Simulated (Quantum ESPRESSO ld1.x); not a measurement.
Task: Species: Ag3+. Configuration: [Kr] 4d8. All-electron calculation, Dirac Kohn-Sham, PBEsol, spin-unpolarised, spherical densities, point nucleus; open shells fill j = l - 1/2 first. Program: ld1.x of Quantum ESPRESSO 7.5. Some entries of the table are withheld. Estimate them.

| orbital | occ. | eigenvalue (Ry) | r(max) (bohr) |
|---|---|---|---|
| 1s1/2 | 2 | (1) | 0.020 |
| 2s1/2 | 2 | -276.655 | 0.114 |
| 2p1/2 | 2 | -257.335 | (2) |
| 2p3/2 | 4 | -244.460 | (3) |
| 3s1/2 | 2 | -53.0637 | 0.334 |
| 3p1/2 | 2 | -45.3797 | 0.320 |
| 3p3/2 | 4 | -43.1068 | 0.328 |
| 3d3/2 | 4 | -29.4943 | 0.273 |
| 3d5/2 | 6 | -29.0363 | 0.275 |
| 4s1/2 | 2 | -9.80874 | 0.824 |
| 4p1/2 | 2 | -7.36955 | 0.857 |
| 4p3/2 | 4 | -6.98455 | 0.878 |
| 4d3/2 | 4 | -3.23946 | (4) |
| 4d5/2 | 4 | -3.19013 | (5) |

Result: 
(1) 1s1/2 eigenvalue (Ry): -1862.51
(2) 2p1/2 r(max) (bohr): 0.088
(3) 2p3/2 r(max) (bohr): 0.093
(4) 4d3/2 r(max) (bohr): 1.01
(5) 4d5/2 r(max) (bohr): 1.01
